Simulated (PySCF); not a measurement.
**J couplings in bromoethane (BrCC, C2H5Br)**

Geometry:
| atom | x (Å) | y (Å) | z (Å) |
| --- | --- | --- | --- |
| C1 | -0.731 | 0.235 | 0.013 |
| C2 | 0.664 | -0.337 | 0.048 |
| Br3 | 2.022 | 1.037 | -0.210 |
| H4 | -0.937 | 0.727 | -0.948 |
| H5 | -1.465 | -0.577 | 0.148 |
| H6 | -0.883 | 0.971 | 0.815 |
| H7 | 0.834 | -1.073 | -0.748 |
| H8 | 0.899 | -0.804 | 1.013 |

Method: indirect couplings at PBE/pcJ-1 (dyall-v2z on Br), no solvent, finite nuclei, structure from PBE0-D3(BJ)/def2-SVP; PySCF 2.14 with density-fitted X2C routines.

Non-relativistic values:
| coupling | atoms | J (Hz) |
| --- | --- | --- |
| 1J(79Br,13C) | Br3 – C2 | -72.4 |
| 2J(79Br,13C) | Br3 – C1 | 2.8 |
| 2J(79Br,1H) | Br3 – H7/H8 | 21.8 |
| 3J(79Br,1H) | Br3 – H4/H5/H6 | 12.7 |

What do scalar relativity and two-component X2C with spin–orbit coupling give?

Answers


```csv
coupling,atoms,scalar (Hz),with spin–orbit (Hz)
"1J(79Br,13C)",Br3 – C2,-84.6,-72.6
"2J(79Br,13C)",Br3 – C1,2.4,1.4
"2J(79Br,1H)",Br3 – H7/H8,24.6,22.3
"3J(79Br,1H)",Br3 – H4/H5/H6,12.6,13.6
```

The largest listed coupling, 1J(79Br,13C), ends at 1.00 times its non-relativistic value: scalar relativity adds -12.2 Hz and spin–orbit coupling +12.0 Hz. Equivalent partners are averaged, as under fast rotation. In the static structure 3J(79Br,1H) spreads over 6.6, 28.2, 6.0 Hz. Couplings to strongly quadrupolar nuclei (79Br) are seldom resolved in solution.
